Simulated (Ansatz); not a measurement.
Nudged elastic band run: C$_{2}$H$_{11}$NOSi$_{2}$

Input:

```yaml
crystal:
  periodic: [false, false, false]
  atoms:
    - { symbol: "N", position_ang: [1.97559, -0.715219, -1.705109] }
    - { symbol: C, position_ang: [2.188297, -0.278422, -0.318487] }
    - { symbol: Si, position_ang: [0.654976, -0.447709, 0.789258] }
    - { symbol: C, position_ang: [-0.727369, 0.679278, 0.122806] }
    - { symbol: O, position_ang: [-0.877074, 0.382776, -1.278688] }
    - { symbol: Si, position_ang: [-2.373402, 0.441993, 1.036081] }
    - { symbol: H, position_ang: [1.782293, -1.713665, -1.71548] }
    - { symbol: H, position_ang: [1.130479, -0.271724, -2.060105] }
    - { symbol: H, position_ang: [3.032642, -0.838022, 0.103116] }
    - { symbol: H, position_ang: [2.514693, 0.770287, -0.33073] }
    - { symbol: H, position_ang: [0.177255, -1.861755, 0.772538] }
    - { symbol: H, position_ang: [0.885514, -0.039328, 2.21112] }
    - { symbol: H, position_ang: [-0.378706, 1.717289, 0.267801] }
    - { symbol: H, position_ang: [-1.516167, 1.00685, -1.650392] }
    - { symbol: H, position_ang: [-3.429009, 1.220341, 0.317658] }
    - { symbol: H, position_ang: [-2.772914, -0.990973, 1.03877] }
    - { symbol: H, position_ang: [-2.286298, 0.937404, 2.440043] }
basis:
  gaussian: { orbitals: "6-31G*" }
hamiltonian:
  xc: pbe0
  dispersion: d4
neb:
  order_check: false
  images: 5
  f_tol: 0.05
  max_iterations: 51
  final_atoms:
    - { symbol: "N", position_ang: [2.02559147, 0.39341109, -1.32458684] }
    - { symbol: C, position_ang: [2.00050694, -0.73765187, -0.39620185] }
    - { symbol: Si, position_ang: [0.66727776, -0.38577298, 0.9010489] }
    - { symbol: C, position_ang: [-0.79658134, 0.45916862, 0.02746937] }
    - { symbol: O, position_ang: [-0.97565969, -0.22827819, -1.22745387] }
    - { symbol: Si, position_ang: [-2.3901078, 0.43496715, 1.05180521] }
    - { symbol: H, position_ang: [1.16061461, 0.37648099, -1.85970794] }
    - { symbol: H, position_ang: [2.78526397, 0.28285253, -1.99156584] }
    - { symbol: H, position_ang: [1.82757124, -1.72264929, -0.86265895] }
    - { symbol: H, position_ang: [2.96762076, -0.80059231, 0.11841455] }
    - { symbol: H, position_ang: [0.22111861, -1.64672953, 1.56651674] }
    - { symbol: H, position_ang: [1.15012672, 0.54988074, 1.95762945] }
    - { symbol: H, position_ang: [-0.47898971, 1.50156263, -0.14267495] }
    - { symbol: H, position_ang: [-1.67951097, 0.22256344, -1.71506755] }
    - { symbol: H, position_ang: [-3.50035481, 1.00875159, 0.22994289] }
    - { symbol: H, position_ang: [-2.76256769, -0.95910892, 1.41545446] }
    - { symbol: H, position_ang: [-2.24112008, 1.25054532, 2.29183625] }
  initial_path:
    images:
      - { positions_ang: [[1.97559, -0.715219, -1.705109], [2.188297, -0.278422, -0.318487], [0.654976, -0.447709, 0.789258], [-0.727369, 0.679278, 0.122806], [-0.877074, 0.382776, -1.278688], [-2.373402, 0.441993, 1.036081], [1.782293, -1.713665, -1.71548], [1.130479, -0.271724, -2.060105], [3.032642, -0.838022, 0.103116], [2.514693, 0.770287, -0.33073], [0.177255, -1.861755, 0.772538], [0.885514, -0.039328, 2.21112], [-0.378706, 1.717289, 0.267801], [-1.516167, 1.00685, -1.650392], [-3.429009, 1.220341, 0.317658], [-2.772914, -0.990973, 1.03877], [-2.286298, 0.937404, 2.440043]] }
      - { positions_ang: [[1.97401885, -0.76073174, -1.67908878], [2.15428245, -0.29292718, -0.30116091], [0.59570867, -0.44645404, 0.77121293], [-0.73625765, 0.67919619, 0.07063343], [-0.9349986, 0.40726675, -1.33916858], [-2.34905606, 0.43558796, 1.06474564], [1.89178597, -1.74924072, -1.70823962], [1.33664256, -0.20011547, -2.1438608], [2.98486386, -0.85121257, 0.155779], [2.48352393, 0.75564517, -0.31230439], [0.13764208, -1.86372915, 0.77873896], [0.86184852, -0.02827473, 2.19421687], [-0.43094685, 1.72212939, 0.1989379], [-1.60549444, 1.03368519, -1.66861491], [-3.42526619, 1.22806332, 0.42453643], [-2.77258169, -0.98245607, 1.06978831], [-2.1849154, 0.9129687, 2.4640485]] }
      - { positions_ang: [[1.9724477, -0.80624447, -1.65306856], [2.12026789, -0.30743236, -0.28383482], [0.53644133, -0.44519908, 0.75316787], [-0.74514631, 0.67911439, 0.01846086], [-0.9929232, 0.4317575, -1.39964916], [-2.32471012, 0.42918291, 1.09341028], [2.00127895, -1.78481645, -1.70099923], [1.54280611, -0.12850694, -2.22761659], [2.93708573, -0.86440313, 0.20844201], [2.45235486, 0.74100334, -0.29387879], [0.09802916, -1.86570331, 0.78493992], [0.83818303, -0.01722146, 2.17731374], [-0.4831877, 1.72696979, 0.13007481], [-1.69482188, 1.06052039, -1.68683782], [-3.42152339, 1.23578564, 0.53141485], [-2.77224937, -0.97393915, 1.10080663], [-2.0835328, 0.88853339, 2.48805401]] }
      - { positions_ang: [[1.97087656, -0.85175721, -1.62704834], [2.08625334, -0.32193753, -0.26650873], [0.477174, -0.44394412, 0.7351228], [-0.75403496, 0.67903258, -0.0337117], [-1.0508478, 0.45624825, -1.46012975], [-2.30036418, 0.42277787, 1.12207492], [2.11077192, -1.82039217, -1.69375885], [1.74896967, -0.05689842, -2.31137239], [2.88930759, -0.8775937, 0.26110501], [2.42118579, 0.72636151, -0.27545318], [0.05841624, -1.86767746, 0.79114088], [0.81451755, -0.0061682, 2.16041062], [-0.53542855, 1.73181018, 0.06121171], [-1.78414932, 1.08735558, -1.70506073], [-3.41778058, 1.24350796, 0.63829328], [-2.77191706, -0.96542222, 1.13182494], [-1.98215019, 0.86409809, 2.51205951]] }
      - { positions_ang: [[1.98911486, -0.43670111, -1.52622784], [2.05767121, -0.46050898, -0.30973977], [0.54054192, -0.42455374, 0.7904315], [-0.76821709, 0.60574459, -0.01331801], [-1.0257851, 0.22807277, -1.38257112], [-2.33027872, 0.42684096, 1.09865168], [1.79405282, -1.08810112, -1.74907521], [2.0944011, 0.0563519, -2.20477021], [2.53539547, -1.15927889, -0.11348298], [2.60333078, 0.21737691, -0.14416394], [0.11265036, -1.79402815, 1.0495995], [0.92638727, 0.17918145, 2.0928169], [-0.5166156, 1.655061, -0.00675051], [-1.74926987, 0.79909154, -1.70839634], [-3.44530532, 1.16525583, 0.50217648], [-2.7688006, -0.96331779, 1.22636811], [-2.06847349, 0.99291383, 2.43865176]] }
      - { positions_ang: [[2.00735316, -0.02164501, -1.42540734], [2.02908907, -0.59908042, -0.35297081], [0.60390984, -0.40516336, 0.8457402], [-0.78239921, 0.5324566, 0.00707568], [-1.0007224, -0.00010271, -1.3050125], [-2.36019326, 0.43090406, 1.07522844], [1.47733371, -0.35581006, -1.80439158], [2.43983254, 0.16960222, -2.09816803], [2.18148336, -1.44096409, -0.48807096], [2.78547577, -0.2916077, -0.01287469], [0.16688449, -1.72037884, 1.30805812], [1.03825699, 0.36453109, 2.02522318], [-0.49780266, 1.57831181, -0.07471273], [-1.71439042, 0.51082749, -1.71173195], [-3.47283006, 1.08700371, 0.36605969], [-2.76568415, -0.96121336, 1.32091129], [-2.15479678, 1.12172958, 2.365244]] }
      - { positions_ang: [[2.02559147, 0.39341109, -1.32458684], [2.00050694, -0.73765187, -0.39620185], [0.66727776, -0.38577298, 0.9010489], [-0.79658134, 0.45916862, 0.02746937], [-0.97565969, -0.22827819, -1.22745387], [-2.3901078, 0.43496715, 1.05180521], [1.16061461, 0.37648099, -1.85970794], [2.78526397, 0.28285253, -1.99156584], [1.82757124, -1.72264929, -0.86265895], [2.96762076, -0.80059231, 0.11841455], [0.22111861, -1.64672953, 1.56651674], [1.15012672, 0.54988074, 1.95762945], [-0.47898971, 1.50156263, -0.14267495], [-1.67951097, 0.22256344, -1.71506755], [-3.50035481, 1.00875159, 0.22994289], [-2.76256769, -0.95910892, 1.41545446], [-2.24112008, 1.25054532, 2.29183625]] }
```

Run as:

```bash
$ ansatz run input.yaml --threads 2 --pin off --max-ram 3072MiB --backend cpu --events-out ev --progress --plain --runs-dir out
```

Output, in part (warnings, iteration lines, the closing report on the highest movable image, with atoms numbered from 0):

```
NEB end point (image 0): max|allowed force component| = 1.056e-2 eV/Å (the criterion of neb.relax_end_points is 1.000e-2)
NEB end point (image 6): max|allowed force component| = 6.481e-3 eV/Å (the criterion of neb.relax_end_points is 1.000e-2)
NEB iter   1: max|band force component| = 2.909e1 eV/Å  barrier→ = 10.4680 eV  barrier← = 10.4874 eV  Δτ_max = 0.1983 Å  (188 SCF iters)
NEB iter   2: max|band force component| = 6.548e0 eV/Å  barrier→ = 3.4426 eV  barrier← = 3.4620 eV  Δτ_max = 0.2000 Å  (142 SCF iters)
NEB iter   3: max|band force component| = 2.550e0 eV/Å  barrier→ = 1.3852 eV  barrier← = 1.4046 eV  Δτ_max = 0.2000 Å  (141 SCF iters)
NEB iter   4: max|band force component| = 1.768e0 eV/Å  barrier→ = 0.6528 eV  barrier← = 0.6722 eV  Δτ_max = 0.2000 Å  (143 SCF iters)
NEB iter   5: max|band force component| = 8.160e-1 eV/Å  barrier→ = 0.4725 eV  barrier← = 0.4919 eV  Δτ_max = 0.2000 Å  (137 SCF iters)
NEB iter   6: max|band force component| = 9.411e-1 eV/Å  barrier→ = 0.4068 eV  barrier← = 0.4262 eV  Δτ_max = 0.1007 Å  (138 SCF iters)
NEB iter   7: max|band force component| = 7.419e-1 eV/Å  barrier→ = 0.3216 eV  barrier← = 0.3410 eV  Δτ_max = 0.1003 Å  (141 SCF iters)
NEB iter   8: max|band force component| = 5.341e-1 eV/Å  barrier→ = 0.2121 eV  barrier← = 0.2315 eV  Δτ_max = 0.1003 Å  (141 SCF iters)
NEB iter   9: max|band force component| = 3.393e-1 eV/Å  barrier→ = 0.1514 eV  barrier← = 0.1708 eV  CI = image 4  Δτ_max = 0.1003 Å  (140 SCF iters)
NEB iter  10: max|band force component| = 2.015e-1 eV/Å  barrier→ = 0.1326 eV  barrier← = 0.1520 eV  CI = image 2  Δτ_max = 0.1003 Å  (141 SCF iters)
NEB iter  11: max|band force component| = 1.214e-1 eV/Å  barrier→ = 0.1379 eV  barrier← = 0.1573 eV  CI = image 2  Δτ_max = 0.1004 Å  (138 SCF iters)
NEB iter  12: max|band force component| = 1.222e-1 eV/Å  barrier→ = 0.1435 eV  barrier← = 0.1628 eV  CI = image 2  Δτ_max = 0.1004 Å  (142 SCF iters)
NEB iter  13: max|band force component| = 1.492e-1 eV/Å  barrier→ = 0.1479 eV  barrier← = 0.1673 eV  CI = image 2  Δτ_max = 0.0501 Å  (139 SCF iters)
NEB iter  14: max|band force component| = 1.349e-1 eV/Å  barrier→ = 0.1480 eV  barrier← = 0.1674 eV  CI = image 2  Δτ_max = 0.0500 Å  (129 SCF iters)
NEB iter  15: max|band force component| = 1.289e-1 eV/Å  barrier→ = 0.1482 eV  barrier← = 0.1676 eV  CI = image 2  Δτ_max = 0.0999 Å  (128 SCF iters)
NEB iter  16: max|band force component| = 1.290e-1 eV/Å  barrier→ = 0.1464 eV  barrier← = 0.1658 eV  CI = image 2  Δτ_max = 0.1270 Å  (136 SCF iters)
NEB iter  17: max|band force component| = 1.149e-1 eV/Å  barrier→ = 0.1440 eV  barrier← = 0.1634 eV  CI = image 2  Δτ_max = 0.1955 Å  (138 SCF iters)
NEB iter  18: max|band force component| = 1.891e-1 eV/Å  barrier→ = 0.1423 eV  barrier← = 0.1617 eV  CI = image 2  Δτ_max = 0.0992 Å  (141 SCF iters)
NEB iter  19: max|band force component| = 1.551e-1 eV/Å  barrier→ = 0.1417 eV  barrier← = 0.1610 eV  CI = image 2  Δτ_max = 0.0853 Å  (130 SCF iters)
NEB iter  20: max|band force component| = 1.101e-1 eV/Å  barrier→ = 0.1423 eV  barrier← = 0.1617 eV  CI = image 2  Δτ_max = 0.0835 Å  (127 SCF iters)
NEB iter  21: max|band force component| = 7.567e-2 eV/Å  barrier→ = 0.1429 eV  barrier← = 0.1623 eV  CI = image 2  Δτ_max = 0.0497 Å  (137 SCF iters)
NEB iter  22: max|band force component| = 2.554e-2 eV/Å  barrier→ = 0.1420 eV  barrier← = 0.1614 eV  CI = image 2  Δτ_max = 0.0000 Å  (267 SCF iters)
Total energy: -21530.53018446 eV, -791.2323903613 hartree
Atom 0 at     1.989802    -0.433329    -1.688768 Å, force    -0.005129     0.026524    -0.021443 eV/Å
Atom 1 at     2.189658    -0.449500    -0.232247 Å, force    -0.005323    -0.003808     0.001530 eV/Å
Atom 2 at     0.597398    -0.595532     0.791471 Å, force    -0.000765    -0.002109     0.008908 eV/Å
Atom 3 at    -0.773570     0.452872    -0.011270 Å, force    -0.005045     0.009405     0.005208 eV/Å
Atom 4 at    -1.079399    -0.207178    -1.254661 Å, force    -0.000703    -0.006806    -0.010795 eV/Å
Atom 5 at    -2.317772     0.590267     1.081878 Å, force     0.006898    -0.006298     0.005007 eV/Å
Atom 6 at     1.022387    -0.626126    -1.932471 Å, force     0.003807    -0.010869     0.012077 eV/Å
Atom 7 at     2.182663     0.494107    -2.050081 Å, force     0.007113    -0.006965     0.004388 eV/Å
Atom 8 at     2.865845    -1.271079     0.048698 Å, force    -0.000607    -0.000714     0.000624 eV/Å
Atom 9 at     2.704414     0.465623     0.091783 Å, force     0.001403    -0.002628    -0.002296 eV/Å
Atom 10 at     0.101918    -1.999272     0.847032 Å, force    -0.000854    -0.000084     0.000059 eV/Å
Atom 11 at     0.810569    -0.116241     2.191858 Å, force    -0.001456     0.001805     0.000424 eV/Å
Atom 12 at    -0.359700     1.460953    -0.190013 Å, force     0.003363    -0.001983    -0.001910 eV/Å
Atom 13 at    -1.717552     0.336756    -1.737400 Å, force    -0.001758     0.002076     0.002748 eV/Å
Atom 14 at    -3.433413     1.160664     0.266312 Å, force     0.002515    -0.000363    -0.001564 eV/Å
Atom 15 at    -2.737273    -0.750532     1.571597 Å, force    -0.001296    -0.000033    -0.001172 eV/Å
Atom 16 at    -2.065172     1.486950     2.246481 Å, force    -0.002164     0.002850    -0.001794 eV/Å
Dipole moment:    -0.189036     0.552673     0.001730 e Å
```

The forces met the threshold. A vibrational analysis at the climbing image gives one clearly imaginary mode, 235i cm⁻¹: a first-order saddle point.

Final band (atoms are numbered from 1 in the order of the input):

```tsv
image	path coordinate (Å)	energy (kJ/mol)	height of N1 over the plane of its neighbours (Å)
0	0.00	0.0	0.41
1	1.39	4.0	0.41
2	2.77	13.7	0.39
3	3.65	6.7	-0.36
4	4.53	3.1	-0.38
5	5.41	-0.3	-0.39
6	6.29	-1.9	-0.40
```

The run took 7.3 min on 2 threads of Intel(R) Xeon(R) Platinum 8375C CPU @ 2.90GHz (Ice Lake), on a shared host, peak memory 0.37 GiB.
